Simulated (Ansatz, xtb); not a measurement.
## GeH2OSb: where a starting geometry ends

The starting geometry of this gas-phase doublet was built from a drawn formula by distance geometry and a force field; its bonds are those of `[O]1[Ge][SbH2]1`.

```xyz
5

Ge   -1.9335    3.3510    0.6748
O    -0.3262    2.8876    1.1820
Sb    0.1783    3.0649   -0.8119
H    -0.2987    4.7637   -1.1424
H    -0.8673    1.9820   -1.5183
```

Q: Where would you expect an optimisation with r2SCAN-D4/def2-SVP to take it?

A: A bond breaks, giving a structure given below by its coordinates. Contacts that open: Ge1–Sb3 (2.60 → 3.48 Å).

The energy falls by 1.28 eV over 12 steps:

```json
{"step": "1", "E − E(last) (eV)": "1.283"}
{"step": "2", "E − E(last) (eV)": "0.502"}
{"step": "3", "E − E(last) (eV)": "0.442"}
{"step": "5", "E − E(last) (eV)": "0.170"}
{"step": "6", "E − E(last) (eV)": "0.084"}
{"step": "7", "E − E(last) (eV)": "0.063"}
{"step": "8", "E − E(last) (eV)": "0.026"}
{"step": "10", "E − E(last) (eV)": "0.000"}
{"step": "11", "E − E(last) (eV)": "0.000"}
{"step": "12", "E − E(last) (eV)": "0.000"}
```

Final geometry (Å):

| atom | x (Å) | y (Å) | z (Å) |
| --- | --- | --- | --- |
| Ge | -2.0938 | 3.6606 | 1.5170 |
| O | -0.7226 | 2.7687 | 0.8354 |
| Sb | 0.4573 | 3.0846 | -0.7805 |
| H | -0.4127 | 4.4632 | -1.3663 |
| H | -0.4756 | 2.0720 | -1.8215 |

From the same start GFN2-xTB ends elsewhere, at `[GeH][O][SbH]`.

The end wasn't checked by frequencies. Open shells are spin-unrestricted. Atoms past krypton carry core potentials, without spin–orbit terms. Run with Ansatz 0.2.0, 88 s on 1 thread of AMD EPYC 9R45 96-Core Processor (Zen 5), on a shared host.
